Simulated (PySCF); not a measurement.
# Simulated absorption spectrum

Species: C8H13P.
Numbering: `[CH3:1][CH2:2][C:3]([CH3:4])=[C:5]=[P:6][CH:7]1[CH2:8][CH2:9]1` (hydrogens: H10, H11, H12 on C1; H13, H14 on C2; H15, H16, H17 on C4; H18 on C7; H19, H20 on C8; H21, H22 on C9)

Computed, not measured: PySCF 2.14.0, density-fitted response routines, TDDFT B3LYP/def2-SVPD, vertical, gas phase, core orbitals frozen in the response. Isolated species at its PBE0-D3(BJ)/def2-SVP geometry (one conformer only). Torsions of this conformer, `[CH3:1][CH2:2][C:3]([CH3:4])=[C:5]=[P:6][CH:7]1[CH2:8][CH2:9]1`: C1–C2–C3–C4 -74°, C5–P6–C7–C8 -151°.

Computed states:

| state | E (eV) | f |
| --- | --- | --- |
| S1 | 4.22 | 0.0031 |
| S2 | 4.77 | 0.0004 |
| S3 | 5.08 | 0.066 |
| S4 | 5.84 | 0.816 |
| S5 | 5.97 | 0.0033 |
| S6 | 6.08 | 0.036 |
| S7 | 6.16 | 0.403 |
| S8 | 6.38 | 0.0050 |
| S9 | 6.52 | 0.027 |
| S10 | 6.53 | 0.0027 |

Broadening: Gaussians 0.25 eV wide at half height, area fixed by f = 4.319×10⁻⁹ ∫ε dν̃. The width is an assumption, not a result. The curve ends short of the highest state used, and states not computed would add to its high-energy end.

(1) What does the envelope look like, and where are its maxima?

(2) On this curve, what absorbance would a 10⁻⁴ mol/L sample give at 266 nm over a 1 cm path?

(3) Coming from long wavelengths, where does ε first pass 100 L mol⁻¹ cm⁻¹?

## Answers

(1) 
(λ (nm), ε (L mol⁻¹ cm⁻¹)): (208.9, 67129), (211.0, 86080), (213.1, 86063), (215.1, 66566), (217.2, 39061), (219.2, 18517), (221.3, 6672), (223.3, 2039), (225.4, 478), (227.5, 105), (229.5, 80), (231.6, 239), (233.6, 666), (235.7, 1588), (237.8, 3074), (239.8, 4797), (241.9, 6370), (243.9, 7063), (246.0, 6668), (248.1, 5356), (250.1, 3771), (252.2, 2269), (254.2, 1239), (256.3, 591), (258.4, 265), (260.4, 126), (262.5, 64), (264.5, 39), (266.6, 24), (268.7, 15), (270.7, 10), (272.8, 8), (274.8, 10), (276.9, 20), (278.9, 37), (281.0, 68), (283.1, 112), (285.1, 165), (287.2, 225), (289.2, 277), (291.3, 316), (293.4, 332), (295.4, 322), (297.5, 290), (299.5, 244), (301.6, 190), (303.7, 138), (305.7, 96), (307.8, 61), (309.8, 38), (311.9, 22), (314.0, 12), (316.0, 6), (318.1, 3), (320.1, 1), (322.2, 1)

Maxima: 294 nm (4.22 eV), ε about 330, made up of S1 (100%); 244 nm (5.08 eV), ε about 7100, made up of S3 (100%); 212 nm (5.85 eV), ε about 89000, made up of S4 (99%) (ε in L mol⁻¹ cm⁻¹; maxima over ε = 5, shares over 10%).

(2) 266 nm is 4.661 eV, where ε is about 28 L mol⁻¹ cm⁻¹, so A = ε c l ≈ 0.0028 (Beer–Lambert, with the gas-phase spectrum and the assumed width).

(3) At about 305 nm (4.06 eV), 0.16 eV below S1.

All these states lie below the vertical ionisation energy of 8.26 eV (ΔSCF).

Hardware: an Arm Neoverse V2 with one thread, shared host with 96 logical CPUs at a one-minute load of 83. Cost: 6.5 min of wall time (with the writing of density and orbital grids), 1.1 GiB resident at most.
